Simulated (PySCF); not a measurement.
Al(Cl)(OH)2(OH2), H₄AlClO₃, singlet, PBE0/def2-SVP optimised geometry.

```
9

Al    -0.74    -0.94     0.00
Cl    -1.57    -1.92     1.69
O     -0.73     0.78     0.00
H     -1.42     1.35     0.36
O     -0.75    -1.79    -1.50
H     -1.43    -2.41    -1.78
O      1.22    -0.94     0.00
H      1.41     0.01    -0.07
H      1.42    -1.35    -0.86
```

Density from PySCF with PBE0/def2-TZVP at that geometry.

Minimum of the electron density along straight lines between bonded atoms, close to the bond critical point (lines longer than 1.1 times the sum of covalent radii, or with two minima, are not listed):

| bond | length / Å | ρ at the minimum / e bohr⁻³ | ∇²ρ there / e bohr⁻⁵ | position (fraction from the first atom) |
|---|---|---|---|---|
| Al1–Cl2 | 2.121 | 0.071 | 0.29 | 0.38 |
| Al1–O3 | 1.722 | 0.103 | 0.72 | 0.43 |
| O3–H4 | 0.957 | 0.359 | -2.45 | 0.81 |
| Al1–O5 | 1.722 | 0.104 | 0.72 | 0.43 |
| O5–H6 | 0.957 | 0.359 | -2.45 | 0.81 |
| Al1–O7 | 1.956 | 0.055 | 0.33 | 0.41 |
| O7–H8 | 0.972 | 0.346 | -2.42 | 0.82 |
| O7–H9 | 0.972 | 0.346 | -2.43 | 0.82 |
